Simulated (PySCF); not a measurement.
C7H11FSi.
SMILES with atom numbers: `[CH:1]#[C:2][CH2:3][C@@H:4]([CH3:5])[Si@@H:6]1[CH2:7][C@H:8]1[F:9]` (hydrogens: H10 on C1; H11, H12 on C3; H13 on C4; H14, H15, H16 on C5; H17 on Si6; H18, H19 on C7; H20 on C8)

The same species was optimised twice, with GFN2-xTB and with PBE0-D3(BJ)/def2-SVP (PySCF), and the same property calculations (PySCF, gas phase) were run on both structures.

| coordinate | GFN2-xTB | PBE0-D3(BJ)/def2-SVP | change |
| --- | --- | --- | --- |
| Si6–C8 (Å) | 1.898 | 1.875 | -0.023 |
| Si6–C7 (Å) | 1.887 | 1.867 | -0.020 |
| C1≡C2 (Å) | 1.197 | 1.211 | +0.014 |
| C2–C3 (Å) | 1.447 | 1.458 | +0.011 |
| C4–Si6 (Å) | 1.902 | 1.893 | -0.009 |
| C8–F9 (Å) | 1.376 | 1.366 | -0.010 |
| C7–C8 (Å) | 1.532 | 1.524 | -0.008 |
| C3–C4 (Å) | 1.536 | 1.541 | +0.005 |
| C4–C5 (Å) | 1.527 | 1.526 | -0.001 |
| Si6–C8–F9 (°) | 119.3 | 122.9 | +3.6 |
| C2–C3–C4 (°) | 111.4 | 113.5 | +2.1 |
| C7–C8–F9 (°) | 114.7 | 116.4 | +1.7 |
| C3–C4–C5 (°) | 110.4 | 112.2 | +1.8 |
| C3–C4–Si6 (°) | 109.8 | 111.5 | +1.7 |
| C4–Si6–C7 (°) | 121.7 | 123.3 | +1.6 |
| C4–Si6–C8 (°) | 119.0 | 120.5 | +1.5 |
| C5–C4–Si6 (°) | 112.2 | 111.6 | -0.6 |
| C2–C3–C4–C5 (°) | -67 | -65 | +2 |
| C3–C4–Si6–C7 (°) | -110 | -105 | +5 |

Rotational constants: A = 2497, B = 771.2, C = 704.7 MHz (GFN2-xTB) against A = 2495, B = 754.5, C = 686.3 MHz (PBE0-D3(BJ)/def2-SVP). Point groups within 0.08 Å: C1 and C1.

On the GFN2-xTB structure: HOMO (eV) -6.66 [PBE0/pcSseg-1]; LUMO (eV) 0.37 [PBE0/pcSseg-1]; dipole (D) 2.63 [PBE0/pcSseg-1]; GIAO shielding of C1 (ppm) 106.9 [PBE0/pcSseg-1]; GIAO shielding of C2 (ppm) 99.4 [PBE0/pcSseg-1]; GIAO shielding of C3 (ppm) 161.1 [PBE0/pcSseg-1]; GIAO shielding of C4 (ppm) 167.7 [PBE0/pcSseg-1]; GIAO shielding of C5 (ppm) 170.1 [PBE0/pcSseg-1]; GIAO shielding of Si6 (ppm) 455.1 [PBE0/pcSseg-1]; GIAO shielding of C7 (ppm) 180.1 [PBE0/pcSseg-1]; GIAO shielding of C8 (ppm) 109.2 [PBE0/pcSseg-1].

**Question.** What do these properties become on the PBE0-D3(BJ)/def2-SVP structure?

**Answer.** 
```tsv
property	level	on GFN2-xTB	on PBE0-D3(BJ)/def2-SVP	change
HOMO (eV)	PBE0/pcSseg-1	-6.66	-6.73	-0.07
LUMO (eV)	PBE0/pcSseg-1	0.37	0.47	+0.10
dipole (D)	PBE0/pcSseg-1	2.63	2.51	-0.12
energy, GFN2-xTB geometry as zero (kcal/mol)	PBE0/pcSseg-1	0.0	-1.7	-1.7
GIAO shielding of C1 (ppm)	PBE0/pcSseg-1	106.9	105.9	-1.0
GIAO shielding of C2 (ppm)	PBE0/pcSseg-1	99.4	99.2	-0.2
GIAO shielding of C3 (ppm)	PBE0/pcSseg-1	161.1	159.5	-1.6
GIAO shielding of C4 (ppm)	PBE0/pcSseg-1	167.7	168.3	+0.6
GIAO shielding of C5 (ppm)	PBE0/pcSseg-1	170.1	168.9	-1.2
GIAO shielding of Si6 (ppm)	PBE0/pcSseg-1	455.1	447.6	-7.5
GIAO shielding of C7 (ppm)	PBE0/pcSseg-1	180.1	179.8	-0.3
GIAO shielding of C8 (ppm)	PBE0/pcSseg-1	109.2	111.3	+2.1
```

The heavy atoms differ by 0.080 Å rms after alignment. Among bonds between heavy atoms Si6–C8 changes most (-0.023 Å). Changes are differences of the printed values. Neither structure is proved a minimum here.

Shape of the structure used: `[CH:1]#[C:2][CH2:3][C@@H:4]([CH3:5])[Si@@H:6]1[CH2:7][C@H:8]1[F:9]`: C2–C3–C4–C5 -65°, C3–C4–Si6–C7 -105°.
